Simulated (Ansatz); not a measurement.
Single points on (H2Ga-mu-H)3 (Ga₃H₉).

```yaml
crystal:
  periodic: [false, false, false]
  atoms:
    - {symbol: Ga, position_ang: [-0.507687, 1.664149, -0.433916]}
    - {symbol: H, position_ang: [0.254350, 3.007518, -0.161763]}
    - {symbol: H, position_ang: [-1.847515, 1.362514, -1.189515]}
    - {symbol: H, position_ang: [0.734315, 0.671616, -1.104519]}
    - {symbol: Ga, position_ang: [0.746766, -1.049067, -1.237757]}
    - {symbol: H, position_ang: [2.246912, -1.406662, -0.954513]}
    - {symbol: H, position_ang: [-0.214210, -1.446588, -2.411213]}
    - {symbol: H, position_ang: [-0.170046, -1.464668, 0.164041]}
    - {symbol: Ga, position_ang: [-0.236499, -0.619667, 1.667160]}
    - {symbol: H, position_ang: [-1.554529, -1.181727, 2.304309]}
    - {symbol: H, position_ang: [1.220336, -0.492560, 2.231528]}
    - {symbol: H, position_ang: [-0.672192, 0.955141, 1.126148]}
basis:
  gaussian: {orbitals: def2-TZVP, initial_orbitals: start.molden}
hamiltonian: {xc: hf}
scf: {omitted_lower_state_checks: [starts]}
output: {orbitals: {seedname: orbitals}}
```

The file start.molden holds the orbitals of an earlier run on this structure, at another level or in another basis.

```sh
$ ansatz run in.yaml --threads 2 --pin off --events-out ev --progress --plain --max-ram 4352MiB
```

Output, abridged:

```
Functional definition: HF
1842 factors; their error is unknown
mean field evaluation 1: about -157140.1316 eV, gradient 3.8e1 eV
mean field evaluation 2: about -157141.5912 eV, gradient 1.8e0 eV
mean field evaluation 4: about -157143.9778 eV, gradient 7.7e-1 eV
mean field -157143.97810919 eV, -5774.9346794988 hartree, gradient 2.2e-5 eV, S^2 0.000000; 0 other end points of the search recorded, 0 dependent functions left out
reference -157143.97810919 eV, -5774.9346794988 hartree; 51, 51 occupied and 147, 147 virtual orbitals, 1842 factors
Total energy: -157143.97810919 eV, -5774.9346794988 hartree
Checks for a lower state left out: starts
```

Hardware: 2 threads of Arm Neoverse V2 on a shared host. Wall time 3.6 s, peak host memory 0.78 GiB.

As the first input, with `hamiltonian: {xc: {name: BLYP}, dispersion: d4}` (abridged; 3.8 s):

```
Functional definition: BLYP
mean field -157284.69856318 eV, -5780.1060607992 hartree, gradient 1.1e-5 eV, S^2 0.000000
Total energy: -157285.35205455 eV, -5780.1300761639 hartree
Checks for a lower state left out: starts
```

First input, but with `gaussian: {orbitals: def2-TZVPD, initial_orbitals: start.molden}`, `hamiltonian: {xc: pbe, dispersion: d4}` (abridged; 6 s):

```
Functional definition: PBE
mean field -157255.31783090 eV, -5779.0263388027 hartree, gradient 1.8e-5 eV, S^2 0.000000
Total energy: -157255.63108400 eV, -5779.0378506419 hartree
Checks for a lower state left out: starts
```

The first input with `hamiltonian: {xc: {name: BHLYP}, dispersion: d4}` (abridged; 6.5 s):

```
Functional definition: BHLYP
mean field -157277.48576772 eV, -5779.8409954548 hartree, gradient 4.4e-6 eV, S^2 0.000000
Total energy: -157277.96345897 eV, -5779.8585502845 hartree
Checks for a lower state left out: starts
```

As the first input, with `gaussian: {orbitals: def2-SVP, initial_orbitals: start.molden}`, `hamiltonian: {xc: pbe, dispersion: d4}` (abridged; 2.4 s):

```
Functional definition: PBE
mean field -157234.87561498 eV, -5778.2751012239 hartree, gradient 2.6e-5 eV, S^2 0.000000
Total energy: -157235.18885339 eV, -5778.2866125232 hartree
Checks for a lower state left out: starts
```

First input, but with `hamiltonian: {xc: pbe, dispersion: d4}` (abridged; 3.5 s):

```
Functional definition: PBE
mean field -157255.27511676 eV, -5779.0247690871 hartree, gradient 1.1e-5 eV, S^2 0.000000
Total energy: -157255.58835632 eV, -5779.0362804285 hartree
Checks for a lower state left out: starts
```

As the first input, with `hamiltonian: {xc: {name: r2SCANh}, dispersion: d4}` (abridged; 8.5 s):

```
Functional definition: r2SCANh
mean field -157278.11985995 eV, -5779.8642979146 hartree, gradient 8.2e-5 eV, S^2 0.000000
Total energy: -157278.20061981 eV, -5779.8672657849 hartree
Checks for a lower state left out: starts
```

Geometry: PBE-D4/def2-SVP.
